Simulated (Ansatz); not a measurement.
ZrClF3, 5 atoms. Hardware: 4 threads of Arm Neoverse V1 on a shared host.

In the def2 sets Zr takes a core potential; there is no spin–orbit coupling. Correlated methods freeze 8 core orbitals; core or outer-core shells of Zr are correlated, in sets that lack core-valence functions.

Q: How many basis functions does each of these Ansatz runs have, and roughly what does it cost? PBE0-D4/def2-TZVP, charge 1 doublet at the geometry of the charge 0 singlet, energy, from earlier orbitals; LC-ωPBE (ω = 0.10 bohr⁻¹)/def2-TZVP, charge 0 singlet, energy, from earlier orbitals; HF/def2-TZVP, charge 0 singlet, energy, from earlier orbitals; PBE-D4/def2-TZVP, charge 0 singlet, energy and forces, from earlier orbitals; RPA@PBE/def2-TZVP, charge 0 singlet, energy, from earlier orbitals; LC-ωPBE (ω = 0.15 bohr⁻¹)/def2-TZVP, charge 0 singlet, energy, from earlier orbitals; r2SCAN-D4/def2-TZVP, charge 1 doublet at the geometry of the charge 0 singlet, energy, from earlier orbitals; r2SCANh-D4/def2-TZVP, charge 0 singlet, energy, from earlier orbitals; PBE-D4/def2-TZVP, charge 1 doublet at the geometry of the charge 0 singlet, energy, from earlier orbitals; PBE0-D4/def2-SVP, charge 0 singlet, energy with a search over starts; LC-ωPBE (ω = 0.30 bohr⁻¹)/def2-TZVP, charge 0 singlet, energy, from earlier orbitals; PBE0-D4/def2-SVP, charge 1 doublet at the geometry of the charge 0 singlet, energy with a search over starts.

A: Other jobs shared the machine, so times can vary by a factor of up to 3. A dash marks memory too small to be measured apart from the calling script's.

```json
{"run": "HF/def2-TZVP, charge 0 singlet, energy, from earlier orbitals", "functions": "170", "fitting or Cholesky vectors": "1368", "wall time": "1.3 s", "peak host memory (GiB)": "–"}
{"run": "PBE0-D4/def2-SVP, charge 0 singlet, energy with a search over starts", "functions": "91", "fitting or Cholesky vectors": "866", "wall time": "1.5 s", "peak host memory (GiB)": "–"}
{"run": "PBE-D4/def2-TZVP, charge 0 singlet, energy and forces, from earlier orbitals", "functions": "170", "fitting or Cholesky vectors": "1045", "wall time": "1.9 s", "peak host memory (GiB)": "–"}
{"run": "LC-ωPBE (ω = 0.30 bohr⁻¹)/def2-TZVP, charge 0 singlet, energy, from earlier orbitals", "functions": "170", "fitting or Cholesky vectors": "1045", "wall time": "2.1 s", "peak host memory (GiB)": "–"}
{"run": "LC-ωPBE (ω = 0.15 bohr⁻¹)/def2-TZVP, charge 0 singlet, energy, from earlier orbitals", "functions": "170", "fitting or Cholesky vectors": "1045", "wall time": "2.1 s", "peak host memory (GiB)": "–"}
{"run": "LC-ωPBE (ω = 0.10 bohr⁻¹)/def2-TZVP, charge 0 singlet, energy, from earlier orbitals", "functions": "170", "fitting or Cholesky vectors": "1045", "wall time": "2.5 s", "peak host memory (GiB)": "–"}
{"run": "RPA@PBE/def2-TZVP, charge 0 singlet, energy, from earlier orbitals", "functions": "170", "fitting or Cholesky vectors": "1199", "wall time": "3.4 s", "peak host memory (GiB)": "–"}
{"run": "r2SCANh-D4/def2-TZVP, charge 0 singlet, energy, from earlier orbitals", "functions": "170", "fitting or Cholesky vectors": "1045", "wall time": "4.4 s", "peak host memory (GiB)": "–"}
{"run": "PBE-D4/def2-TZVP, charge 1 doublet at the geometry of the charge 0 singlet, energy, from earlier orbitals", "functions": "170", "fitting or Cholesky vectors": "1045", "wall time": "7.5 s", "peak host memory (GiB)": "–"}
{"run": "PBE0-D4/def2-TZVP, charge 1 doublet at the geometry of the charge 0 singlet, energy, from earlier orbitals", "functions": "170", "fitting or Cholesky vectors": "1135", "wall time": "9.5 s", "peak host memory (GiB)": "0.73"}
{"run": "r2SCAN-D4/def2-TZVP, charge 1 doublet at the geometry of the charge 0 singlet, energy, from earlier orbitals", "functions": "170", "fitting or Cholesky vectors": "1045", "wall time": "18 s", "peak host memory (GiB)": "–"}
{"run": "PBE0-D4/def2-SVP, charge 1 doublet at the geometry of the charge 0 singlet, energy with a search over starts", "functions": "91", "fitting or Cholesky vectors": "866", "wall time": "25 s", "peak host memory (GiB)": "–"}
```
